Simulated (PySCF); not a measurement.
Single point on SeH

State: ²Π (doublet), unpaired electrons π ↑.

An equivalent input (the run itself took its basis sets from the Basis Set Exchange, started from a PBE0 density and held the occupation σ 8α 8β, πx 4α 3β, πy 4α 4β, δx 1α 1β, δy 1α 1β):

```python
from pyscf import gto, scf, cc
mol = gto.M(atom='H 0 0 0; Se 0 0 1.472', basis={'H': 'def2-TZVP', 'Se': 'def2-TZVP'},
            charge=0, spin=1, verbose=4, symmetry='C2v')
mf = scf.UHF(mol)
mf.irrep_nelec = {'A1': (9, 9), 'A2': (1, 1), 'B1': (4, 3), 'B2': (4, 4)}
mf.conv_tol = 1e-9
mf.max_cycle = 60
mf.diis_space = 10
mf.kernel()
mycc = cc.CCSD(mf, frozen=[[0, 1, 2, 3, 4, 5, 6, 7, 8], [0, 1, 2, 3, 4, 5, 6, 7, 8]])
mycc.run(conv_tol=1e-7, conv_tol_normt=1e-5, max_cycle=80, diis_space=8)
et = mycc.ccsd_t()
```

The SCF ended at -2400.40955949 hartree. The coupled-cluster part of the log:

```
******** <class 'pyscf.cc.uccsd.UCCSD'> ********
CC2 = 0
CCSD nocc = (9, 8), nmo = (45, 45)
frozen orbitals [[0, 1, 2, 3, 4, 5, 6, 7, 8], [0, 1, 2, 3, 4, 5, 6, 7, 8]]
max_cycle = 80
direct = 0
conv_tol = 1e-07
conv_tol_normt = 1e-05
diis_space = 8
diis_start_cycle = 0
diis_start_energy_diff = 1e+09
Init t2, MP2 energy = -0.244619634466591
Init E_corr(UCCSD) = -0.244619634469229
cycle = 1  E_corr(UCCSD) = -0.250623925213678  dE = -0.00600429074  norm(t1,t2) = 0.052708
cycle = 2  E_corr(UCCSD) = -0.257232973267126  dE = -0.00660904805  norm(t1,t2) = 0.0164204
cycle = 3  E_corr(UCCSD) = -0.258281135089868  dE = -0.00104816182  norm(t1,t2) = 0.00691399
cycle = 4  E_corr(UCCSD) = -0.258801112692077  dE = -0.000519977602  norm(t1,t2) = 0.00183084
cycle = 5  E_corr(UCCSD) = -0.258716086621507  dE = 8.50260706e-05  norm(t1,t2) = 0.00055888
cycle = 6  E_corr(UCCSD) = -0.258715803917959  dE = 2.82703547e-07  norm(t1,t2) = 0.000155333
cycle = 7  E_corr(UCCSD) = -0.258720296144064  dE = -4.49222611e-06  norm(t1,t2) = 5.14993e-05
cycle = 8  E_corr(UCCSD) = -0.258719542454641  dE = 7.53689423e-07  norm(t1,t2) = 1.91807e-05
cycle = 9  E_corr(UCCSD) = -0.258719531373761  dE = 1.10808802e-08  norm(t1,t2) = 5.60498e-06
UCCSD converged
E(UCCSD) = -2400.668279020811  E_corr = -0.2587195313737609
UCCSD(T) correction = -0.00771384534563328
```

T1 diagnostic 0.008, D1 0.028, 17 electrons correlated.

Repeating this along the bond gives Re = 1.471 Å and ωe = 2431 cm⁻¹.

A point of this curve took 11 CPU seconds beside 0.29 for the integrals (shared host).

Correlated steps freeze 9 core orbitals. Spin–orbit coupling is left out. The state was picked by a PBE0 search and need not be the measured ground state.
